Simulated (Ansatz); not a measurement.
Saddle point of SiN₂H₉F, closed shell (SiNH₅ ([NH2][SiH3]) + NH₃ + HF → SiH₃F ([F][SiH3]) + NH₃ + NH₃ (still joined by a long Si–N bond); bonds formed: Si1–F7, N2–H8, H6–N9; bonds broken: H6–F7, H8–N9; bonds weakened to dative contacts: Si1–N2), PBE0-D4/def2-TZVP structure:

Si1  (-0.929, 0.873, -0.679)
N2  (-0.499, -0.893, -0.690)
H3  (-0.853, 1.717, -1.902)
H4  (-0.915, 1.497, 0.686)
H5  (-2.434, 0.590, -0.707)
H6  (1.347, 0.359, 0.620)
F7  (0.962, 1.099, -0.601)
H8  (0.407, -0.938, 0.650)
N9  (1.187, -0.478, 1.284)
H10  (-1.306, -1.481, -0.851)
H11  (0.200, -1.106, -1.393)
H12  (2.007, -1.060, 1.402)
H13  (0.827, -0.177, 2.181)
(Å)

Energies are electronic, without zero-point energy. Barriers and step energies count from the start structure reached by relaxing down the imaginary mode; all methods use the PBE0-D4 structures, on which another method's saddle can fall below an end. Computed with Ansatz 0.2.0 (basis: def2-TZVPP, with def2-QZVPP for the basis limit); correlated methods freeze the cores. B3LYP uses VWN-RPA correlation. Extrapolation: Hartree–Fock as exp(−7.88 √X), correlation as X^−2.97.

```
      method  barrier (kJ/mol)  step energy (kJ/mol)
       SPW92               4.2                 -15.2
      PBE-D4              39.1                  -4.1
     BLYP-D4              51.6                   0.9
   r2SCAN-D4              38.5                 -10.4
      B97M-V                 ?                 -18.2
     PBE0-D4              45.9                  -5.5
    B3LYP-D4              55.4                  -1.1
  r2SCAN0-D4              45.2                  -9.7
    BHLYP-D4              62.0                  -4.2
CAM-B3LYP-D4              52.1                  -3.6
     wB97X-V                 ?                  -7.5
     wB97M-V              48.2                 -10.3
      B2PLYP              58.6                  -0.5
    PBE-QIDH              50.1                  -6.1
  RPA on PBE              59.1                  -3.5
          HF                 ?                   6.4
         MP2              54.0                  -2.4
        CCSD              64.3                  -2.7
     CCSD(T)              57.4                  -3.6
```

Fill in the withheld barriers. (Judge from chemistry; the value comes from the calculation.)

By the calculation: HF 100.4; B97M-V 46.3; wB97X-V 51.3 kJ/mol. Each is the energy of the saddle less that of the start structure, by the same method.

For comparison, the barrier by CCSD(T) at an estimated basis limit (MP2 extrapolated from triple and quadruple zeta, plus CCSD(T) − MP2 in triple zeta) is 55.3 kJ/mol.

The T1 diagnostic stays at or below 0.011.

Steps of this kind, hydrogen fluoride cutting a network bond, underlie vapour etching and the fluorination step of atomic layer etching.

Labels in which every atom is bracketed show which atoms are joined, not bond orders.

For scale, one of the runs: CCSD(T)/def2-TZVPP, 261 basis functions, launched by `ansatz run in.yaml --threads 8 --pin off --events-out ev --progress --plain --max-ram 19148MiB`. Hardware: 8 CPU threads of an Arm Neoverse V2, shared host. Wall time 96 s; peak host memory 6.4 GiB.
